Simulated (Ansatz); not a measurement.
Ansatz results at the PBE0-D4/def2-TZVP geometry: HOMO energy (ωB97M-V/def2-TZVPP) -9.53 eV; LUMO energy (ωB97M-V/def2-TZVPP) 1.07 eV; HOMO–LUMO gap (B3LYP/def2-TZVPP) 6.33 eV.

Each molecule was computed in one conformer, which needn't be the lowest.

Question: Which molecule gave them?
A. `C[O][Zn][CH3]`
B. `[F][Zn][Br]`
C. `C[CH2][Zn][Cl]`
D. `[CH3][Zn][CH2]O`

Answer: A. The others give `C[CH2][Zn][Cl]`: -10.09, 1.04, 6.97; `[CH3][Zn][CH2]O`: -8.56, 0.96, 5.47; `[F][Zn][Br]`: -11.10, -0.07, 6.41.

B3LYP here is the variant with VWN-RPA as its local correlation; programs differ in this.
